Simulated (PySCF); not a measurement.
Species: `C[C@@H](N)[C@@H]1C[C@H](C#N)[C@H]1F`. The columns A, B, C and D hold Mulliken, IAO, Hirshfeld and ESP-fitted charges (e) of one PBE0/pcSseg-1 density (PySCF), in a shuffled order. Coordinates in Å (GFN2-xTB); the density's dipole moment is (-2.48, 1.98, 2.30) D.

| atom | x | y | z | A | B | C | D |
| --- | --- | --- | --- | --- | --- | --- | --- |
| C1 | -1.904 | -1.389 | 0.601 | -0.627 | -0.423 | -0.196 | -0.120 |
| C2 | -1.293 | -0.255 | -0.217 | +0.440 | +0.010 | -0.105 | +0.020 |
| N3 | -2.287 | 0.784 | -0.407 | -0.951 | -0.572 | -0.406 | -0.232 |
| C4 | -0.009 | 0.248 | 0.461 | -0.145 | -0.151 | -0.321 | -0.041 |
| C5 | 0.829 | 1.302 | -0.292 | -0.279 | -0.264 | -0.048 | -0.063 |
| C6 | 2.102 | 0.466 | -0.026 | -0.009 | -0.178 | -0.331 | -0.013 |
| C7 | 2.930 | 0.194 | -1.165 | +0.261 | +0.135 | +0.145 | +0.081 |
| N8 | 3.552 | -0.033 | -2.097 | -0.437 | -0.248 | -0.245 | -0.229 |
| C9 | 1.202 | -0.697 | 0.444 | +0.235 | +0.190 | +0.349 | +0.074 |
| F10 | 1.550 | -1.233 | 1.654 | -0.267 | -0.312 | -0.319 | -0.112 |
| H11 | -2.188 | -1.028 | 1.588 | +0.172 | +0.136 | +0.102 | +0.041 |
| H12 | -2.793 | -1.762 | 0.101 | +0.182 | +0.155 | +0.129 | +0.045 |
| H13 | -1.194 | -2.202 | 0.722 | +0.148 | +0.142 | +0.120 | +0.043 |
| H14 | -1.033 | -0.629 | -1.217 | +0.047 | +0.129 | +0.112 | +0.038 |
| H15 | -2.590 | 1.156 | 0.487 | +0.360 | +0.238 | +0.167 | +0.107 |
| H16 | -1.917 | 1.549 | -0.959 | +0.346 | +0.241 | +0.172 | +0.107 |
| H17 | -0.229 | 0.559 | 1.486 | +0.102 | +0.142 | +0.121 | +0.041 |
| H18 | 0.586 | 1.354 | -1.353 | +0.123 | +0.146 | +0.128 | +0.047 |
| H19 | 0.838 | 2.306 | 0.126 | +0.106 | +0.151 | +0.145 | +0.049 |
| H20 | 2.709 | 0.852 | 0.795 | +0.127 | +0.188 | +0.175 | +0.069 |
| H21 | 1.130 | -1.525 | -0.268 | +0.066 | +0.144 | +0.107 | +0.050 |

Q: Which column most likely holds the ESP-fitted charges?

A: A. Σ q r misses the density's dipole by 0.03 D (A), 1.26 D (D), 1.73 D (B), 2.17 D (C). Charges fitted to the outside potential are the only set here that is tied to the molecule's multipoles.

Q: And the Hirshfeld charges?

A: D. The mean sizes are 0.077 e (D), 0.188 e (C), 0.204 e (B), 0.259 e (A), and Hirshfeld charges are commonly the smallest of these schemes.

As computed, A = ESP-fitted, B = IAO, C = Mulliken, D = Hirshfeld. Hydrogens on carbon: ESP-fitted +0.05 to +0.18, IAO +0.13 to +0.19, Mulliken +0.10 to +0.17, Hirshfeld +0.04 to +0.07 e.

The Mulliken scheme gives each basis function's population to the atom it is centred on and halves the overlap population of two atoms between them. The Hirshfeld scheme weights the molecular density at each point by an atom's share of the summed free-atom densities.

The structure is a single GFN2-xTB conformer in the gas phase; no vibrational or solvent corrections.

The run behind these numbers computed NMR shieldings as well. Hardware: Arm Neoverse V2, one thread (shared host). Cost: 38 s wall, 0.95 GiB resident at most.

Shape of the structure used: `[CH3:1][C@@H:2]([NH2:3])[C@@H:4]1[CH2:5][C@H:6]([C:7]#[N:8])[C@H:9]1[F:10]`: C1–C2–C4–C5 174°, H–N3–C2–C1 61°, H–N3–C2–C1 -179°.
